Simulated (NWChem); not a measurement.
Molecule: SiH2ClF; SMILES F[SiH2]Cl

```xyz
5

Si    -0.5024     0.5632     0.0000
F      0.7383     1.5825     0.0000
Cl     0.2116    -1.3703     0.0000
H     -1.2881     0.7631    -1.2351
H     -1.2881     0.7631     1.2351
```
Atoms are numbered in this order, from 1.

Computed with NWChem. Coordinates come from a B3LYP/6-31G* (spherical d) optimisation. GIAO values for the isolated, static molecule; σ is the absolute isotropic shielding, δ = σ(reference) − σ with the isolated reference molecule computed at the same levels (19F: trichlorofluoromethane, 1H: tetramethylsilane, 29Si: tetramethylsilane).

For level KT2/pcSseg-1:

```yaml
"δ Si1 (ppm)": 3.2
"δ F2 (ppm)": -204.4
"σ Cl3 (ppm)": 871.4
"δ H4 (ppm)": 5.75
```

Question: Estimate the same quantities for level BHandHLYP/pcSseg-1.

Answer: The δ Si1 (ppm) is -7.6, the δ F2 (ppm) is -163.9 and the σ Cl3 (ppm) is 909.5. The δ H4 (ppm) comes out as 5.25.
